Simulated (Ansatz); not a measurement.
A nudged elastic band was laid between two geometries of CH6BFO (10 atoms, charge 0, multiplicity 1).

Level of theory: RHF/6-31G* (Ansatz 0.2.0).

```json
{"movable images": "9", "climbing image": "yes", "spring": "5.0 eV/Å²", "optimiser": "quadratic models (default)", "start path": "through a guess of the saddle point", "force threshold": "0.05 eV/Å", "iteration limit": "60", "end points": "relaxed"}
```

First end point:

```xyz
10
Properties=species:S:1:pos:R:3
B 0.165 -0.014 -0.012
F -0.380 0.690 1.015
H 1.348 0.057 -0.141
H -0.526 -0.159 -0.980
O 0.009 -1.688 0.738
C -0.620 -2.734 0.015
H -0.064 -2.859 -0.899
H -0.580 -3.648 0.593
H -1.645 -2.478 -0.216
H -0.417 -1.540 1.574
```

Last end point:

```xyz
10
Properties=species:S:1:pos:R:3
B 0.007 -0.277 -0.783
F 0.192 -1.180 2.885
H 0.441 0.783 -0.469
H -0.272 -0.547 -1.910
O -0.167 -1.186 0.192
C -0.669 -2.490 -0.021
H 0.095 -3.205 0.251
H -1.531 -2.633 0.615
H -0.949 -2.629 -1.057
H 0.143 -1.010 1.983
```

Question: Which bonds break or form, and what moves?

Answer: Bonds broken: B1–F2, O5–H10. Bonds formed: F2–H10. CH6BFO becomes CH5BO + FH.

Question: What energy profile does the band end with?

Answer: The forces met the threshold. The highest image is number 6 of 0 to 10, 1.37 eV above the first end and 1.15 eV above the last; the last end lies 0.21 eV above the first. The profile has 2 maxima (images 3, 6) with wells between them (image 4): this band takes more than one step, which may be the mechanism or a detour left from its start path. Neighbouring images differ by up to 1.3 eV, so the band resolves the path poorly. A vibrational analysis at the climbing image gives one clearly imaginary mode, 1453i cm⁻¹: a first-order saddle point. The orbitals stay closed-shell, which can raise the energy where a bond breaks towards radicals; this wasn't checked here.

```
image  path coordinate (Å)  energy (eV)  B1–F2 (Å)  O5–H10 (Å)  F2–H10 (Å)
    0                 0.00         0.00       1.36        0.95        2.30
    1                 0.79         0.00       1.36        0.95        2.35
    2                 1.58         0.04       1.36        0.95        2.33
    3                 2.37         0.06       1.36        0.95        2.36
    4                 3.16         0.02       1.36        0.95        2.35
    5                 3.95         0.03       1.38        0.95        2.05
    6                 4.74         1.37       1.67        1.24        1.11
    7                 5.61         0.42       2.50        1.90        0.92
    8                 6.47         0.30       3.12        1.90        0.92
    9                 7.34         0.24       3.49        1.83        0.92
   10                 8.21         0.21       3.78        1.83        0.92
```

Question: What is the geometry of the highest image?

Answer: 
```xyz
10
Properties=species:S:1:pos:R:3
B -0.065 -0.227 -0.015
F -0.066 -0.087 1.649
H 0.817 0.456 -0.412
H -1.182 -0.083 -0.396
O 0.326 -1.646 0.250
C -0.531 -2.708 -0.119
H -0.137 -3.619 0.309
H -1.539 -2.538 0.240
H -0.543 -2.796 -1.196
H 0.209 -1.126 1.374
```

Run time: 3.5 min on 1 thread of Arm Neoverse V2, on a shared host, peak memory 0.12 GiB.
